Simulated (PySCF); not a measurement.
## TeP⁻ at r²SCAN0

Computed with r²SCAN0; PySCF, scalar-relativistic core potentials, basis sets Te def2-SVPD with ECP28, P def2-SVPD.

```json
{"state": "³Σ⁻ (triplet), unpaired electrons π ↑↑", "bond length": "0.2363 nm", "harmonic wavenumber": "401 cm⁻¹", "force constant": "2.37 mdyn/Å", "rotational constant Be": "0.1207 cm⁻¹", "anharmonicity ωexe": "1.22 cm⁻¹", "vibration–rotation constant αe": "0.000496 cm⁻¹", "well depth De to Te⁻ + P": "274 kJ/mol", "dissociation energy D0": "272 kJ/mol", "bond order (Mayer)": "1.94", "dipole moment (positive dipole points towards P; it is taken about the centre of mass and depends on that origin)": "-2.33 D"}
```

These are scalar-relativistic numbers at best; spin–orbit coupling would shift them, the dissociation energy most. For an ion De counts to the pair picked by the measured ionisation energies or electron affinities, which need not be the lowest pair at this level. The state was picked by a PBE0 search and need not be the measured ground state.
